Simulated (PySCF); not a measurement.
# TDDFT excited states: C5H4O3

C5H4O3.
SMILES with atom numbers: `[CH2:1]=[CH:2][c:3]1[cH:4][o:5][c:6](=[O:7])[o:8]1` (hydrogens: H9, H10 on C1; H11 on C2; H12 on C4)

Cartesian coordinates in Å at the GFN2-xTB level; atoms count from 1:
```
atom  x, y, z in Å
C1     2.0749   -0.1719   -0.8484
C2     1.3397    0.3533    0.1255
C3    -0.0815    0.1507    0.2402
C4    -0.9800    0.5916    1.1416
O5    -2.2154    0.1176    0.8073
C6    -2.0668   -0.6255   -0.3180
O7    -2.9380   -1.1915   -0.8916
O8    -0.7653   -0.6150   -0.6778
H9     1.6297   -0.7863   -1.6120
H10    3.1347   -0.0015   -0.9063
H11    1.7666    0.9721    0.9008
H12   -0.8973    1.2057    2.0126
```

Method used: TDDFT PBE0/def2-SVPD, vertical, gas phase, core orbitals frozen in the response in PySCF 2.14.0, density-fitted response routines.

```tsv
state	E (eV)	ν̃ (cm⁻¹)	f	symmetry	main configurations (H = HOMO, L = LUMO)
S1	5.24	42240	0.440	A′	H→L (95%)
S2	6.19	49910	0.0013	–	H→L+1 (98%)
S3	6.57	53000	0.079	A′	H→L+2 (95%)
S4	6.58	53050	0.0001	–	H-1→L (95%)
S5	6.78	54720	0.0000	–	H→L+3 (98%)
S6	6.83	55120	0.146	A′	H-2→L (75%), H→L+5 (18%)
```

Triplets (Tamm–Dancoff): T1 2.98 eV, H→L (94%); T2 4.94 eV, H-2→L (66%), H→L+5 (21%).

The lowest singlet lies at 5.24 eV (237 nm, ultraviolet) and is strong; its leading configuration is HOMO→LUMO (95%). The lowest level is also the most intense of those listed (f = 0.440). S3/S4 lie within about 0.01 eV of each other. Löwdin shares by element: HOMO carbon 57% or more, oxygen 12% or more (atoms not listed hold the other 31%); LUMO carbon 78% or more (atoms not listed hold the other 22%). Orbital energies (eV): HOMO-3 -11.11, HOMO-2 -9.18, HOMO-1 -9.12, HOMO -7.01, LUMO -1.50, LUMO+1 0.39, LUMO+2 0.55. Of the 6 states listed, 3 reach f = 0.01 and 2 stay under 0.0005. Weighted by f, the mean energy of these states is 5.75 eV. No computed singlet lies in the visible range (380 to 750 nm); the lowest, at 237 nm, stands 1.97 eV above its violet end (3.26 eV); a Tamm–Dancoff triplet lies at 416 nm, without intensity as long as spin–orbit coupling is left out. Symmetry labels in Cs follow from the direction of the transition dipole and are given only for states with f of 0.002 or more. The window holds the lowest 6 singlets.

The run took 13 s of wall time on one thread of an AMD EPYC 9R45, no GPU, shared host with 96 logical CPUs at a one-minute load of 14, and the process peaked at 0.82 GiB of memory.

One conformer stands for the species.
